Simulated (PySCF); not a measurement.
UHF on S²⁺ (sulfur, charge +2)

Configuration: [Ne] 3s1 3p2 4s1, high-spin 5P determinant (an excited configuration). Calculation: PySCF 2.14, in aug-cc-pV(T+d)Z with one added diffuse shell each of s, p, d, f type (7s6p5d3f, 71 functions); no relativity, point nucleus.

- Total energy: -395.428454 hartree
- One-electron energy: -530.4761 hartree
- Hartree (Coulomb) energy: 159.3394 hartree
- Exchange energy: -24.2918 hartree
- Kinetic energy: 395.38807 hartree
- ⟨S²⟩: 6.0000
- ⟨L²⟩: 2.045
- Sum of ⟨r⟩: 12.51 bohr
- Sum of ⟨r²⟩: 27.81 bohr²
- Traceless quadrupole moment −½Σ⟨3z² − r²⟩ along its main axis: 1.71 e·bohr²
- Density at the nucleus (Gaussians lack the cusp): 2630 bohr⁻³
- Spin density at the nucleus: 12.9 bohr⁻³
- Langevin diamagnetic susceptibility: -22.0 ×10⁻⁶ cm³/mol

```
shell  electrons  mean orbital energy (eV)  spread (eV)  rms radius, mean of both spins (bohr)
 1s α          1                   -2539.6            0                                  0.113
 1s β          1                   -2538.1            0                                  0.113
 2s α          1                   -279.98            0                                  0.517
 2s β          1                   -277.76            0                                  0.517
 2p α          3                   -216.85        0.657                                  0.490
 2p β          3                   -214.92        0.868                                  0.490
 3s α          1                   -55.853            0                                   1.62
 3p α          2                   -41.117            0                                   1.80
 4s α          1                   -16.525            0                                   4.08
```

The outer electron is Rydberg-like, and this basis confines it to a smaller radius and binds it less than a complete one would.

Spin-orbit constants ζ (cm⁻¹) from the X2C one-electron operator on these orbitals (non-relativistic here): bare nucleus, nucleus screened by l(l+1)(2l+1)/3 electrons, and screened by the Breit-Pauli mean field of the electrons.

```json
{"shell": "2p", "bare": "7398", "screened nucleus": "6473", "mean field": "6050"}
{"shell": "3p", "bare": "710.4", "screened nucleus": "621.6", "mean field": "575.9"}
```

To first order the Landé constant is A = 144.0 cm⁻¹, so the lowest level has J = 1 and lies 0.0536 eV below the centre of the term. This holds in LS coupling only.
